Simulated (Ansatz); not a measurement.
Molecule: CH$_{3}$Br$_{2}$Ga, charge 0, multiplicity 1. SMILES: [CH3][Ga]([Br])[Br]
Geometry: optimised at B3LYP-D3(BJ)/def2-TZVP (Ansatz, a program for electronic structure).

Property: vertical electron affinity (to the doublet state of charge -1; a negative value means that the extra electron is unbound and the number depends on the basis; each state is the SCF solution reached for its spin; for the doublet T1 is 0.051), in eV. Valence correlation only, unless marked. Open shells are spin-unrestricted. No spin-orbit coupling. The frozen core is the preceding noble-gas configuration, with the filled d and f shells of earlier blocks. No relativistic terms. Anions need diffuse functions: aug- sets have them; def2-D sets add few. CBS(X,Y): correlation extrapolated as X^-3; Hartree-Fock from the larger set. [CCSD(T)-MP2]/basis is that difference in the basis named.

```
level                 program  vertical electron affinity (eV)
--------------------  -------  -------------------------------
HF/aug-cc-pVDZ         Ansatz                            -0.59
HF/aug-cc-pVTZ         Ansatz                            -0.41
PBE/def2-TZVPD         Ansatz                             0.15
CAM-B3LYP/def2-TZVPD   Ansatz                            -0.03
wB97X/def2-TZVPD       Ansatz                            -0.26
MP2/aug-cc-pVDZ        Ansatz                            -0.20
MP2/aug-cc-pVTZ        Ansatz                            -0.12
```

### Question
What does RI-MP2/CBS(aug-cc-pVTZ,aug-cc-pVQZ)+[CCSD(T)-MP2]/aug-cc-pVTZ (Ansatz) give?

### Answer
-0.08 eV
